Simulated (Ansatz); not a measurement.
Born–Oppenheimer molecular dynamics of CH$_{7}$ClN$_{2}$Si (12 atoms, charge 0, multiplicity 1). It starts from a relaxed structure.

These are results of Ansatz 0.2.0, RKS BHLYP/STO-3G, not measurements.

- ensemble: NVT, Nosé–Hoover chain
- time step: 0.5 fs
- steps asked: 250
- set temperature: 1500 K
- thermostat: time constant 20 fs, chain length 1
- seed: 203466

First frame:

```xyz
12
Properties=species:S:1:pos:R:3
Si -0.010 -0.021 -0.185
Cl 0.028 -0.221 1.940
C 1.763 0.026 -0.723
H 2.289 -0.877 -0.421
H 1.826 0.111 -1.806
H 2.283 0.875 -0.284
N -0.842 1.419 -0.613
H -1.849 1.458 -0.399
H -0.417 2.303 -0.300
N -0.846 -1.354 -0.874
H -1.850 -1.437 -0.662
H -0.416 -2.280 -0.746
```

(1) How far do the bonds stretch over the last three quarters of this one trajectory? (Pairs bonded in most of those frames.)

Answers

(1) 
```tsv
bond	mean (Å)	spread (Å)	shortest	longest
Si1–Cl2	2.119	0.062	2.04	2.25
Si1–C3	1.883	0.073	1.77	1.99
Si1–N7	1.734	0.078	1.59	1.87
Si1–N10	1.765	0.107	1.58	1.96
C3–H4	1.097	0.030	1.04	1.16
C3–H5	1.096	0.019	1.06	1.15
C3–H6	1.102	0.046	1.02	1.20
N7–H8	1.042	0.071	0.93	1.18
N7–H9	1.041	0.069	0.92	1.18
N10–H11	1.058	0.048	0.98	1.17
N10–H12	1.060	0.066	0.94	1.23
```

Mean temperature of the second half: 1551 K. The conserved energy stayed within 3.2 meV per atom of its start (net change 0.8 meV per atom), so the integration is sound. A run of 0.12 ps of so small a system gives no equilibrium averages. Limits of this set-up: minimal basis.

Time of the run: 6.4 min on 1 thread of AMD EPYC 9R14 (Zen 4) (shared host), peak memory 0.12 GiB.
